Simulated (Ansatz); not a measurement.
**A geometry optimisation of C2H7GaSi with PBE0-D3(BJ)/def2-SVP**

The starting geometry of this gas-phase singlet was optimised with GFN2-xTB; its bonds are those of `C[C@@H]([SiH3])[Ga]`.

```yaml
atoms:
  - { symbol: C, position_ang: [-0.0702, 1.4513, 1.2776] }
  - { symbol: C, position_ang: [-0.1402, 1.1535, -0.2368] }
  - { symbol: Ga, position_ang: [-2.2641, 0.8435, -0.5740] }
  - { symbol: Si, position_ang: [1.0597, -0.2236, -0.7122] }
  - { symbol: H, position_ang: [-0.7797, 2.2452, 1.5531] }
  - { symbol: H, position_ang: [0.9217, 1.7714, 1.6038] }
  - { symbol: H, position_ang: [-0.3362, 0.5603, 1.8547] }
  - { symbol: H, position_ang: [0.1965, 2.0656, -0.7638] }
  - { symbol: H, position_ang: [2.4296, -0.0344, -0.2074] }
  - { symbol: H, position_ang: [1.1206, -0.3333, -2.1812] }
  - { symbol: H, position_ang: [0.5734, -1.5114, -0.1682] }
```

Problem. Where would you expect an optimisation with PBE0-D3(BJ)/def2-SVP to take it?

Solution. It keeps its bonds, and is `C[C@@H]([SiH3])[Ga]`.

The energy falls by 0.13 eV over 11 steps:

```
step  E − E(last) (eV)
   1             0.130
   2             0.016
   3             0.005
   4             0.003
   5             0.001
   7             0.000
   8             0.000
   9             0.000
  10             0.000
  11             0.000
```

Final geometry (Å):

| atom | x (Å) | y (Å) | z (Å) |
| --- | --- | --- | --- |
| C | -0.0921 | 1.4518 | 1.3221 |
| C | -0.1153 | 1.1632 | -0.1858 |
| Ga | -2.0649 | 0.8641 | -0.7928 |
| Si | 1.0250 | -0.2194 | -0.7155 |
| H | -0.8179 | 2.2302 | 1.6198 |
| H | 0.8946 | 1.7991 | 1.6749 |
| H | -0.3355 | 0.5523 | 1.9132 |
| H | 0.1890 | 2.0639 | -0.7592 |
| H | 2.4637 | 0.0055 | -0.3513 |
| H | 0.9545 | -0.4090 | -2.2023 |
| H | 0.6100 | -1.5134 | -0.0776 |

No frequencies were run, so the end isn't proven a minimum. Run with Ansatz 0.2.0, 31 s on 2 threads of Arm Neoverse V1, on a shared host.
